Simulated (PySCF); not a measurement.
H5W, SMILES [WH5+] (connectivity only; charge and spin as stated), charge +1, multiplicity 1.

Geometry: B3LYP-D3(BJ)/def2-TZVPD. The spin state was assumed, not searched. The def2 effective core potentials stand for the cores of W; spin–orbit coupling is left out.

These are PBE0/def2-TZVPD in PySCF values and carry that method's errors.

Gas-phase values at a fixed geometry.

Computed frontier levels, gap, dipole moment and polarisability:
```yaml
highest_occupied_level: -15.28 eV
lowest_empty_level: -10.74 eV
orbital_gap: 4.54 eV
dipole_moment_about_the_centre_of_nuclear_charge: 0.097 e·Å
mean_static_polarisability: 40.5 bohr³ (6.00 Å³)
polarisability_principal_values: 40.1, 40.4, 40.9 bohr³
```
